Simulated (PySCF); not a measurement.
CH7GaP2, SMILES [Ga]([PH2])([CH3])[PH2].

Geometry optimised at r2SCAN-D4/def2-SVP. The structure was generated by enumeration; whether it is a known compound was not checked. One conformer was computed; it need not be the lowest.

These are r2SCAN-D4/def2-SVP (PySCF) values and carry that method's errors.

Frequencies are harmonic and unscaled.

A small imaginary wavenumber (i) marks a very flat motion, where grid noise or a shallow saddle decides the sign.

Computed harmonic wavenumbers and intensities:
```csv
mode,ν (cm⁻¹),IR (km/mol),moving atoms (share of kinetic energy)
1,23i,0.0,H 98 %
2,86,5.2,"P 67 %, Ga 21 %, H 9 %"
3,110,5.1,"H 72 %, P 12 %, C 12 %"
4,117,2.8,"Ga 44 %, H 21 %, P 19 %, C 16 %"
5,130,1.0,"H 53 %, C 31 %, P 8 %"
6,144,4.0,H 95 %
7,312,4.6,"P 80 %, Ga 11 %"
8,365,36.5,"P 58 %, Ga 40 %"
9,481,2.7,H 94 %
10,532,5.2,H 89 %
11,569,34.7,"C 59 %, H 23 %, Ga 17 %"
12,588,0.9,H 97 %
13,658,0.4,H 94 %
14,673,12.3,"H 80 %, C 16 %"
15,741,64.5,"H 80 %, C 18 %"
16,1074,24.9,H 97 %
17,1087,20.9,H 97 %
18,1201,6.1,"H 81 %, C 19 %"
19,1420,0.8,H 96 %
20,1425,5.8,H 95 %
21,2388,23.1,H 97 %
22,2389,37.2,H 97 %
23,2409,14.5,H 97 %
24,2411,66.5,H 97 %
25,3032,4.3,H 97 %
26,3134,3.6,"H 91 %, C 9 %"
27,3156,2.3,"H 90 %, C 10 %"
```
